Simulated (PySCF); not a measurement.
C₂H₇B, SMILES BCC.

Geometry: PBE0-D3(BJ)/def2-TZVP. A frequency run showed that this geometry is not a minimum.

The numbers are results of TDDFT-LC-ωPBE/def2-SVPD (PySCF), not measurements.

Vertical excitations. The molecule is in vacuum.

Computed excitation energies, oscillator strengths and character:
```json
[
 {"state": "S1", "energy (eV)": "5.93", "λ (nm)": "209", "f": "0.000", "main pairs": "HOMO−1→LUMO 55 %, HOMO→LUMO 37 %"},
 {"state": "S2", "energy (eV)": "6.04", "λ (nm)": "205", "f": "0.001", "main pairs": "HOMO→LUMO 53 %, HOMO−1→LUMO 38 %"},
 {"state": "S3", "energy (eV)": "8.38", "λ (nm)": "148", "f": "0.059", "main pairs": "HOMO−2→LUMO 94 %"},
 {"state": "S4", "energy (eV)": "8.97", "λ (nm)": "138", "f": "0.002", "main pairs": "HOMO−3→LUMO 81 %"},
 {"state": "S5", "energy (eV)": "9.17", "λ (nm)": "135", "f": "0.003", "main pairs": "HOMO→LUMO+1 73 %, HOMO→LUMO+2 15 %"},
 {"state": "S6", "energy (eV)": "9.36", "λ (nm)": "132", "f": "0.072", "main pairs": "HOMO−1→LUMO+1 90 %"},
 {"state": "S7", "energy (eV)": "9.93", "λ (nm)": "125", "f": "0.000", "main pairs": "HOMO−2→LUMO+1 60 %, HOMO−2→LUMO+2 32 %"},
 {"state": "S8", "energy (eV)": "10.15", "λ (nm)": "122", "f": "0.050", "main pairs": "HOMO→LUMO+2 50 %, HOMO→LUMO+1 11 %, HOMO−1→LUMO+2 9 %, HOMO−3→LUMO+1 9 %"},
 {"state": "S9", "energy (eV)": "10.28", "λ (nm)": "121", "f": "0.117", "main pairs": "HOMO→LUMO+3 34 %, HOMO−1→LUMO+2 33 %, HOMO→LUMO+2 15 %"},
 {"state": "S10", "energy (eV)": "10.40", "λ (nm)": "119", "f": "0.010", "main pairs": "HOMO−4→LUMO 78 %"},
 {"state": "T1", "energy (eV)": "5.11", "λ (nm)": "243", "f": "0", "main pairs": "HOMO−1→LUMO 63 %, HOMO→LUMO 25 %"},
 {"state": "T2", "energy (eV)": "5.34", "λ (nm)": "232", "f": "0", "main pairs": "HOMO→LUMO 61 %, HOMO−1→LUMO 26 %"},
 {"state": "T3", "energy (eV)": "7.70", "λ (nm)": "161", "f": "0", "main pairs": "HOMO−2→LUMO 87 %"},
 {"state": "T4", "energy (eV)": "8.51", "λ (nm)": "146", "f": "0", "main pairs": "HOMO−3→LUMO 62 %, HOMO−6→LUMO 24 %"}
]
```
Triplets are in the Tamm–Dancoff approximation, which puts them higher than full response would, so one can lie above its singlet here.
